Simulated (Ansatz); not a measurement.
Frontier orbitals of C4H7InO (`C#C[C](C)(O)[InH2]`).

```csv
atom,x (Å),y (Å),z (Å)
C1,-1.333,-1.252,-1.752
C2,-0.790,-0.616,-0.885
C3,-0.140,0.145,0.151
C4,0.118,-0.683,1.395
O5,-0.874,1.341,0.469
In6,1.622,1.197,-0.669
H7,-1.805,-1.808,-2.527
H8,0.727,-1.559,1.160
H9,0.638,-0.090,2.149
H10,-0.827,-1.039,1.825
H11,-1.810,1.120,0.553
H12,2.903,1.536,0.439
H13,1.570,1.708,-2.309
```

Charge 0, multiplicity 1. Correlated methods include outer-core shells of In, which these sets cover unevenly. In takes the def2 core potential. Geometry: relaxed with PBE0-D4/def2-TZVP. It is one conformer, not always the lowest. Basis def2-TZVPP, the Gaussian-basis code of Ansatz.

Orbital energies of one run (eV). Highest occupied ones, from the top: -6.14, -7.57, -7.78, -8.28, -8.39, -10.17, -10.70, -11.05, -11.96, -12.46, -13.84, -15.18, -17.34, -19.99. Empty: -1.95, -0.53, 0.41, 0.58, 0.95, 1.21.

Task: Which functional gave them?
A. BHLYP
B. BLYP
C. HSE06 (plane-wave form)
D. r2SCAN

Result: C. HOMO energies: HSE06 -6.14, r2SCAN -5.64, BLYP -5.36, BHLYP -7.51 eV.
